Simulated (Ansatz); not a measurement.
Basis-set extrapolation for `CS[SiH](O)F` (PBE0-D4/def2-TZVP geometry, frozen core, Ansatz 0.2.0). Multiplicity 1, RHF reference.

```tsv
	def2-TZVPP	def2-QZVPP
HF	-901.821404	-901.852674
MP2 correlation	-0.960083	-1.041855
CCSD(T) correlation	-1.034646	not run
```

Energies in hartree. Use E(X) = E(∞) + A·exp(−7.88·√X) for Hartree–Fock and E(X) = E(∞) + B·X^(−2.97) for correlation, with X = 3 and 4, and add CCSD(T) minus MP2 of the smaller set to the MP2 limit.

Task: What is the CCSD(T) energy at the basis-set limit?

Result: HF limit: -901.852674 + (-0.031270) × 0.13774 = -901.85698. MP2 limit: -1.041855 + (-0.081772) × 0.74074 = -1.10243. Higher-order term: -1.034646 − (-0.960083) = -0.07456. Total: -903.03397 hartree, 467.1 kJ/mol below CCSD(T)/def2-TZVPP.
